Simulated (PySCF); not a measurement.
# What a mistake does to a calculation on AlFH3OSi cation

Calculated results; nothing here was measured. They come from PySCF 2.14.0, an open-source quantum chemistry program, on an isolated molecule that a program drew, which may never have been made. The molecule is AlFH3OSi cation (charge +1, singlet), drawn as the SMILES string `F[SiH2][O][AlH+]`.

Each row is a Hartree-Fock (HF) and frozen-core CCSD(T) single point in the cc-pV(D+d)Z basis, meant for a local HF minimum. Run 1 is clean. Each other run has one planted mistake out of seven kinds, and not every kind appears here: one electron removed, one electron added, multiplicity raised by two, geometry at a saddle point, minimal basis STO-3G, one bond length entered in bohr, all coordinates scaled. The reference is restricted for singlets and unrestricted otherwise, and also for a bond in bohr. Adding or removing an electron swaps singlet and doublet. Electrons count all cores. HOMO and LUMO are orbital energies over both spins, the gradient is its largest component, and the lowest frequency (negative if imaginary) is given only where the gradient is small. Bond lengths are over the 6 bonds as drawn. T1 is the CCSD diagnostic: over 0.02 (restricted) or 0.045 (unrestricted) a single reference is doubtful.

Geometry of the clean run:
```xyz
7
AlFH3OSi cation, angstrom
F    -0.4188    1.2815    0.8110
Si    0.9762    1.0171    1.5406
O     1.9945    0.5462    0.2743
Al    2.6855    0.1460   -1.1262
H     0.8644   -0.1122    2.4548
H     1.5054    2.2596    2.0882
H     3.3777   -0.2414   -2.4408
```

| run | electrons | basis functions | <S^2> | HOMO (eV) | LUMO (eV) | gradient (hartree/bohr) | lowest frequency (cm^-1) | mean bond (Å) | longest bond (Å) | T1 | HF (hartree) | CCSD(T) (hartree) | mistake |
|---|---|---|---|---|---|---|---|---|---|---|---|---|---|
| 1 | 46 | 89 | 0.000 | -17.25 | -4.39 | 4.3e-05 | 80 | 1.5584 | 1.692 | 0.0155 | -706.79612 | -707.34108 | no fault |
| 2 | 47 | 89 | 0.765 | -5.43 | 1.19 | 8.3e-02 | - | 1.5584 | 1.692 | 0.0444 | -706.97548 | -707.53482 | one electron added |
| 3 | 45 | 89 | 0.799 | -24.16 | -15.21 | 1.4e-01 | - | 1.5584 | 1.692 | 0.0316 | -706.19983 | -706.73590 | one electron removed |
| 4 | 46 | 31 | 0.000 | -14.57 | 1.13 | 3.3e-02 | - | 1.5584 | 1.692 | 0.0239 | -698.16844 | -698.33430 | minimal basis STO-3G |
| 5 | 46 | 89 | 2.020 | -11.63 | -8.16 | 1.3e-01 | - | 1.5584 | 1.692 | 0.0527 | -706.58675 | -707.11083 | ? |
| 6 | 46 | 89 | 0.937 | -13.18 | -4.36 | 1.7e-02 | - | 1.7951 | 3.017 | 0.0382 | -706.62344 | -707.13158 | ? |

**Which mistake was planted in run 5, and what did it cost?**

Electrons, basis and geometry are unchanged, and <S^2> is 2.020, beside S(S+1) = 2.00 for a multiplicity of 3. So the mistake is: multiplicity raised by two. Subtracting run 1 and multiplying by 627.51 kcal/mol a hartree, the energy moved by 131.4 kcal/mol in HF and 144.5 kcal/mol in CCSD(T).

**Which mistake was planted in run 6, and what did it cost?**

The mean bond changes by a factor of 1.152 and the longest by 1.783, so the molecule wasn't scaled as a whole. A length L in bohr read as angstrom grows by (1/0.5292 - 1) L = 0.890 L. The 6 bonds together grew by 6 x 0.2367 = 1.420 Å, which gives L = 1.596 Å. That is bond F1-Si2, 1.596 Å in the clean geometry. So the mistake is: one bond length entered in bohr. Subtracting run 1 and multiplying by 627.51 kcal/mol a hartree, the energy moved by 108.4 kcal/mol in HF and 131.5 kcal/mol in CCSD(T).

Cautions from the logs. Run 4: T1 is over the limit, so its CCSD(T) energy is less reliable; run 5: T1 is over the limit, so its CCSD(T) energy is less reliable.
